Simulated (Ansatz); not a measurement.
Wavefunction ladder for C9H15Al (`C=C[CH2][Al]([CH2]C=C)[CH2]C=C`)

```json
{"atom": "C1", "x (Å)": "-0.442", "y (Å)": "-2.541", "z (Å)": "2.155"}
{"atom": "C2", "x (Å)": "-0.905", "y (Å)": "-2.256", "z (Å)": "0.939"}
{"atom": "C3", "x (Å)": "-0.146", "y (Å)": "-1.639", "z (Å)": "-0.166"}
{"atom": "Al4", "x (Å)": "-0.498", "y (Å)": "0.296", "z (Å)": "-0.433"}
{"atom": "C5", "x (Å)": "-2.248", "y (Å)": "0.970", "z (Å)": "0.412"}
{"atom": "C6", "x (Å)": "-1.198", "y (Å)": "1.705", "z (Å)": "1.064"}
{"atom": "C7", "x (Å)": "-0.132", "y (Å)": "1.122", "z (Å)": "1.704"}
{"atom": "C8", "x (Å)": "0.415", "y (Å)": "1.269", "z (Å)": "-1.891"}
{"atom": "C9", "x (Å)": "1.879", "y (Å)": "1.206", "z (Å)": "-1.662"}
{"atom": "C10", "x (Å)": "2.732", "y (Å)": "0.343", "z (Å)": "-2.210"}
{"atom": "H11", "x (Å)": "-1.084", "y (Å)": "-2.965", "z (Å)": "2.918"}
{"atom": "H12", "x (Å)": "0.598", "y (Å)": "-2.376", "z (Å)": "2.420"}
{"atom": "H13", "x (Å)": "-1.956", "y (Å)": "-2.460", "z (Å)": "0.737"}
{"atom": "H14", "x (Å)": "-0.396", "y (Å)": "-2.107", "z (Å)": "-1.125"}
{"atom": "H15", "x (Å)": "0.935", "y (Å)": "-1.741", "z (Å)": "-0.025"}
{"atom": "H16", "x (Å)": "-2.618", "y (Å)": "0.087", "z (Å)": "0.932"}
{"atom": "H17", "x (Å)": "-3.011", "y (Å)": "1.546", "z (Å)": "-0.093"}
{"atom": "H18", "x (Å)": "-1.091", "y (Å)": "2.753", "z (Å)": "0.787"}
{"atom": "H19", "x (Å)": "0.708", "y (Å)": "1.722", "z (Å)": "2.026"}
{"atom": "H20", "x (Å)": "-0.206", "y (Å)": "0.109", "z (Å)": "2.100"}
{"atom": "H21", "x (Å)": "0.145", "y (Å)": "0.790", "z (Å)": "-2.839"}
{"atom": "H22", "x (Å)": "0.058", "y (Å)": "2.302", "z (Å)": "-1.926"}
{"atom": "H23", "x (Å)": "2.272", "y (Å)": "1.913", "z (Å)": "-0.933"}
{"atom": "H24", "x (Å)": "2.406", "y (Å)": "-0.389", "z (Å)": "-2.944"}
{"atom": "H25", "x (Å)": "3.782", "y (Å)": "0.343", "z (Å)": "-1.947"}
```

Total charge 0; spin multiplicity 1. Geometry: relaxed with PBE0-D4/def2-TZVP. It is one conformer, not always the lowest. Frozen core, restricted reference, Ansatz. CBS rows extrapolate triple and quadruple zeta; past MP2 they add the triple-zeta difference.

```csv
basis,HF (Eh),MP2 corr.
def2-SVP,-591.06487,-1.29998
def2-TZVPP,-591.53499,-1.58315
def2-QZVPP,-591.55766,-1.68253
```

(1) Estimate the CCSD correlation energy and the (T) correction in each basis where they were run (hartree).

## Answers

(1) 
```json
{"basis": "def2-SVP", "CCSD corr.": "-1.40381", "(T)": "-0.05269"}
{"basis": "def2-TZVPP", "CCSD corr.": "-1.66450", "(T)": "-0.07815"}
{"basis": "CBS(def2)", "CCSD corr.": "-1.83751", "(T)": "as TZ"}
```
